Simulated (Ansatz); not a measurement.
Geometry optimisation, RKS B3LYP-D4/STO-3G in Ansatz.

input.yaml

```yaml
crystal:
  periodic: [false, false, false]
  atoms:
    - { symbol: B, position_ang: [0.0, 0.0, 0.0] }
    - { symbol: C, position_ang: [0.0, 0.0, 1.6] }
    - { symbol: H, position_ang: [-0.9996, -0.3092, 1.9705] }
    - { symbol: H, position_ang: [0.7676, -0.7111, 1.9705] }
    - { symbol: H, position_ang: [0.232, 1.0203, 1.9705] }
    - { symbol: Cl, position_ang: [1.6108, 0.0, -0.93] }
    - { symbol: "N", position_ang: [-1.3423, 0.0, -0.775] }
    - { symbol: H, position_ang: [-2.0112, -0.8164, -0.6764] }
    - { symbol: H, position_ang: [-1.5914, 0.8164, -1.4036] }
basis:
  gaussian: { orbitals: STO-3G }
hamiltonian:
  xc: b3lyp
  dispersion: d4
relax:
  f_tol: 0.02
  max_steps: 40
output:
  orbitals: {}
```

Command:

```bash
$ ansatz run input.yaml --threads 1 --pin off --max-ram 2048MiB --backend cpu --events-out ev --progress --plain --runs-dir out
```

Where does it end, and by what steps?

The forces met the threshold. Limits of this set-up: minimal basis. After 7 steps the energy has fallen by 1.582 eV; H9 moved furthest, 0.85 Å.

```csv
step,energy less start (eV),largest force component (eV/Å),accepted
0,0.0000,3.321,yes
1,-0.7308,1.503,yes
2,-1.1770,0.944,yes
3,-1.4322,0.632,yes
4,-1.5625,0.275,yes
5,-1.5793,0.328,yes
6,-1.5815,0.105,yes
7,-1.5819,0.011,yes
```

```xyz
9
Properties=species:S:1:pos:R:3
B -0.072 0.089 -0.001
C -0.021 -0.078 1.570
H -0.993 -0.377 1.988
H 0.725 -0.831 1.865
H 0.276 0.867 2.051
Cl 1.452 0.434 -0.925
N -1.243 -0.008 -0.740
H -2.168 -0.204 -0.307
H -1.291 0.108 -1.773
```

The run took 17 s on 1 thread of Arm Neoverse V1, on a shared host, peak memory 0.14 GiB.
